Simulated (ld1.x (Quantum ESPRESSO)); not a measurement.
calcium: TM semilocal pseudisation with PBE, scalar-relativistic reference atom.

Input for ld1.x (Quantum ESPRESSO) 7.5:

```
&input
   title='Ca', zed=20., rel=1, dft='PBE', iswitch=3,
   config='[Ar] 3d0 4s2 4p0',
   nld=3, rlderiv=3.60, eminld=-2.0, emaxld=5.0, deld=0.02
 /
 &inputp
   pseudotype=1, tm=.true., lloc=2,
   nlcc=.false.,
   file_pseudopw='Ca.pp', file_wfcaegen='ae.wfc', file_wfcncgen='nc.wfc'
 /
3
4S  1  0   2.00   0.00  2.65  2.65  0.0
4P  2  1   0.00   0.00  3.20  3.20  0.0
3D  3  2   0.00   0.00  3.30  3.30  0.0
 &test
   configts(1)='3d0 4s2 4p0'
 /
```

Command:

```bash
ld1.x < Ca.in > Ca.out
```

Resulting log (shortened: banner, matrices, multipoles, cross overlaps and the repeated all-electron block are left out):

```
Program LD1 v.7.5
     --------------------------- All-electron run ----------------------------

     Ca
     scalar relativistic calculation

     atomic number is 20.00
     dft =PBE   lsd =0 sic =0 latt =0  beta=0.20 tr2=1.0E-14
     Exchange-correlation= PBE
                           (   1   4   3   4   0   0   0)
     mesh =1169 r(mesh) =  99.90979 a.u. xmin = -7.00 dx = 0.01250
     1 Ry =  13.60569312 eV, c = 137.03599908

     n l     nl                  e(Ry)          e(Ha)          e(eV)
     1 0     1S 1( 2.00)      -290.2763      -145.1381     -3949.4098
     2 0     2S 1( 2.00)       -30.4557       -15.2279      -414.3711
     2 1     2P 1( 6.00)       -24.6029       -12.3014      -334.7390
     3 0     3S 1( 2.00)        -3.4612        -1.7306       -47.0917
     3 1     3P 1( 6.00)        -2.0586        -1.0293       -28.0081
     3 2     3D 1( 0.00)        -0.1431        -0.0715        -1.9466
     4 0     4S 1( 2.00)        -0.2768        -0.1384        -3.7662
     4 1     4P 1( 0.00)        -0.1031        -0.0515        -1.4026

     final scf error:  2.2E-15 reached in  24 iterations

     Etot =   -1360.652303 Ry,    -680.326152 Ha,  -18512.617684 eV

     Ekin =    1369.896479 Ry,     684.948239 Ha,   18638.391102 eV
     Encl =   -3231.492647 Ry,   -1615.746324 Ha,  -43966.697284 eV
     Eh   =     572.906199 Ry,     286.453100 Ha,    7794.785934 eV
     Exc  =     -71.962334 Ry,     -35.981167 Ha,    -979.097437 eV

     normalization and overlap integrals

     s(1S/1S) =  1.000000  <r> =   0.0768  <r2> =    0.0079  r(max) =   0.0500
     s(2S/2S) =  1.000000  <r> =   0.3643  <r2> =    0.1572  r(max) =   0.2987
     s(2P/2P) =  1.000000  <r> =   0.3278  <r2> =    0.1330  r(max) =   0.2477
     s(3S/3S) =  1.000000  <r> =   1.1560  <r2> =    1.5427  r(max) =   0.9918
     s(3P/3P) =  1.000000  <r> =   1.2711  <r2> =    1.9075  r(max) =   1.0427
     s(3D/3D) =  1.000000  <r> =   2.3741  <r2> =    7.9611  r(max) =   1.2735
     s(4S/4S) =  1.000000  <r> =   4.0202  <r2> =   18.5504  r(max) =   3.4187
     s(4P/4P) =  1.000000  <r> =   5.4077  <r2> =   34.0718  r(max) =   4.3897

     ------------------------ End of All-electron run ------------------------

     --------------------- Generating NC pseudopotential ---------------------

      Generating local pot.: lloc=2, matching radius rcloc =   3.3000

      Wfc   4S  rcut= 2.663  Using Troullier-Martins method

      Wfc   4P  rcut= 3.172  Using Troullier-Martins method

     ------------------- End of pseudopotential generation -------------------

     Computing logarithmic derivative in   3.61661
     Computing logarithmic derivative in   3.61661
     Computing the partial wave expansion
     R is outside the sphere for l=    0 j= 0.00
     R is outside the sphere for l=    1 j= 0.00
       no projector for channel:   2

     ---------------------- Testing the pseudopotential ----------------------

     Ca
     scalar relativistic calculation

     atomic number is 20.00   valence charge is  2.00
     dft =PBE   lsd =0 sic =0 latt =0  beta=0.20 tr2=1.0E-14
     mesh =1169 r(mesh) =  99.90979 xmin = -7.00 dx = 0.01250

     n l     nl             e AE (Ry)        e PS (Ry)    De AE-PS (Ry)
     3 2     3D   1( 0.00)       -0.14307       -0.14307        0.00000
     1 0     4S   1( 2.00)       -0.27681       -0.27681       -0.00000
     2 1     4P   1( 0.00)       -0.10309       -0.10309       -0.00000

     eps = 3.5E-15  iter =  4

     Etot =   -1360.652303 Ry,    -680.326152 Ha,  -18512.617684 eV
     Etotps =    -1.300027 Ry,      -0.650013 Ha,     -17.687765 eV

     Ekin =       0.313303 Ry,       0.156652 Ha,       4.262710 eV
     Encl =      -2.413716 Ry,      -1.206858 Ha,     -32.840285 eV
     Ehrt =       0.896418 Ry,       0.448209 Ha,      12.196388 eV
     Ecxc =      -0.517324 Ry,      -0.258662 Ha,      -7.038553 eV
     Epseu=       0.421292 Ry,       0.210646 Ha,       5.731974 eV

     ---------------------- End of pseudopotential test ----------------------
```

Generation and configuration tests took about 2.1 s on one core of a shared server CPU.

Transferability test of the new file with ld1.x, input:

```
&input
   title='Ca', zed=20., rel=1, dft='PBE', iswitch=2,
   config='[Ar] 3d0 4s2 4p0'
 /
 &test
   file_pseudo='Ca.pp', nconf=8,
   configts(1)='3d0 4s2 4p0',
   configts(2)='3d0 4s1 4p0',
   configts(3)='3d0 4s1.5 4p0',
   configts(4)='3d0 4s1 4p1',
   configts(5)='3d0 4s0 4p1',
   configts(6)='3d1 4s1 4p0',
   configts(7)='3d1 4s0 4p0',
   configts(8)='3d0.5 4s1.5 4p0'
 /
```

```bash
ld1.x < Ca.test.in > Ca.test.out
```

Pseudopotential blocks of its output, shortened (energy terms left out):

```
     ---------------------- Testing the pseudopotential ----------------------

     n l     nl             e AE (Ry)        e PS (Ry)    De AE-PS (Ry)
     3 2     3D   1( 0.00)       -0.14307       -0.14307       -0.00000
     1 0     4S   1( 2.00)       -0.27681       -0.27681       -0.00000
     2 1     4P   1( 0.00)       -0.10309       -0.10309       -0.00000

     eps = 4.7E-15  iter = 14

     Etot =   -1360.652303 Ry,    -680.326152 Ha,  -18512.617684 eV
     Etotps =    -1.300027 Ry,      -0.650013 Ha,     -17.687766 eV

     ---------------------- End of pseudopotential test ----------------------

          ---------------------- Testing the pseudopotential ----------------------

     n l     nl             e AE (Ry)        e PS (Ry)    De AE-PS (Ry)
     3 2     3D   1( 0.00)       -0.61281       -0.59368       -0.01912  !
     1 0     4S   1( 1.00)       -0.65894       -0.65623       -0.00271
     2 1     4P   1( 0.00)       -0.43600       -0.43692        0.00093

     eps = 2.5E-16  iter = 12

     Etot =   -1360.188587 Ry,    -680.094293 Ha,  -18506.308499 eV
     Etotps =    -0.836807 Ry,      -0.418403 Ha,     -11.385335 eV
     dEtot_ae =       0.463717 Ry
     dEtot_ps =       0.463220 Ry,   Delta E=       0.000496 Ry

     ---------------------- End of pseudopotential test ----------------------

          ---------------------- Testing the pseudopotential ----------------------

     n l     nl             e AE (Ry)        e PS (Ry)    De AE-PS (Ry)
     3 2     3D   1( 0.00)       -0.36541       -0.36029       -0.00512  !
     1 0     4S   1( 1.50)       -0.46168       -0.46153       -0.00015
     2 1     4P   1( 0.00)       -0.26285       -0.26358        0.00073

     eps = 9.3E-17  iter = 12

     Etot =   -1360.468291 Ry,    -680.234146 Ha,  -18510.114074 eV
     Etotps =    -1.116011 Ry,      -0.558006 Ha,     -15.184108 eV
     dEtot_ae =       0.184012 Ry
     dEtot_ps =       0.184015 Ry,   Delta E=      -0.000004 Ry

     ---------------------- End of pseudopotential test ----------------------

          ---------------------- Testing the pseudopotential ----------------------

     n l     nl             e AE (Ry)        e PS (Ry)    De AE-PS (Ry)
     3 2     3D   1( 0.00)       -0.22273       -0.21210       -0.01062  !
     1 0     4S   1( 1.00)       -0.32482       -0.32276       -0.00206
     2 1     4P   1( 1.00)       -0.14269       -0.14264       -0.00005

     eps = 6.7E-15  iter = 20

     Etot =   -1360.474315 Ry,    -680.237158 Ha,  -18510.196032 eV
     Etotps =    -1.122881 Ry,      -0.561440 Ha,     -15.277574 eV
     dEtot_ae =       0.177988 Ry
     dEtot_ps =       0.177146 Ry,   Delta E=       0.000842 Ry

     ---------------------- End of pseudopotential test ----------------------

          ---------------------- Testing the pseudopotential ----------------------

     n l     nl             e AE (Ry)        e PS (Ry)    De AE-PS (Ry)
     3 2     3D   1( 0.00)       -0.68845       -0.63660       -0.05185  !
     1 0     4S   1( 0.00)       -0.70508       -0.68691       -0.01817  !
     2 1     4P   1( 1.00)       -0.48015       -0.47422       -0.00593  !

     eps = 2.4E-16  iter = 12

     Etot =   -1359.964547 Ry,    -679.982274 Ha,  -18503.260290 eV
     Etotps =    -0.620368 Ry,      -0.310184 Ha,      -8.440543 eV
     dEtot_ae =       0.687756 Ry
     dEtot_ps =       0.679658 Ry,   Delta E=       0.008097 Ry

     ---------------------- End of pseudopotential test ----------------------

          ---------------------- Testing the pseudopotential ----------------------

     n l     nl             e AE (Ry)        e PS (Ry)    De AE-PS (Ry)
     3 2     3D   1( 1.00)       -0.05606       -0.08984        0.03378  !
     1 0     4S   1( 1.00)       -0.24372       -0.21147       -0.03225  !
     2 1     4P   1( 0.00)       -0.09061       -0.07204       -0.01857  !

     eps = 4.5E-15  iter = 22

     Etot =   -1360.484559 Ry,    -680.242280 Ha,  -18510.335414 eV
     Etotps =    -1.191677 Ry,      -0.595839 Ha,     -16.213596 eV
     dEtot_ae =       0.167744 Ry
     dEtot_ps =       0.108349 Ry,   Delta E=       0.059394 Ry

     ---------------------- End of pseudopotential test ----------------------

          ---------------------- Testing the pseudopotential ----------------------

     n l     nl             e AE (Ry)        e PS (Ry)    De AE-PS (Ry)
     3 2     3D   1( 1.00)       -0.41801       -0.49739        0.07938  !
     1 0     4S   1( 0.00)       -0.56393       -0.51375       -0.05018  !
     2 1     4P   1( 0.00)       -0.36433       -0.32685       -0.03748  !

     eps = 9.0E-15  iter = 25

     Etot =   -1360.087209 Ry,    -680.043605 Ha,  -18504.929187 eV
     Etotps =    -0.830145 Ry,      -0.415072 Ha,     -11.294697 eV
     dEtot_ae =       0.565094 Ry
     dEtot_ps =       0.469882 Ry,   Delta E=       0.095212 Ry

     ---------------------- End of pseudopotential test ----------------------

          ---------------------- Testing the pseudopotential ----------------------

     n l     nl             e AE (Ry)        e PS (Ry)    De AE-PS (Ry)
     3 2     3D   1( 0.50)       -0.08124       -0.14101        0.05978  !
     1 0     4S   1( 1.50)       -0.25267       -0.24371       -0.00896  !
     2 1     4P   1( 0.00)       -0.09176       -0.08615       -0.00560  !

     eps = 8.3E-15  iter = 28

     Etot =   -1360.574926 Ry,    -680.287463 Ha,  -18511.564910 eV
     Etotps =    -1.247269 Ry,      -0.623634 Ha,     -16.969953 eV
     dEtot_ae =       0.077378 Ry
     dEtot_ps =       0.052758 Ry,   Delta E=       0.024619 Ry

     ---------------------- End of pseudopotential test ----------------------
```
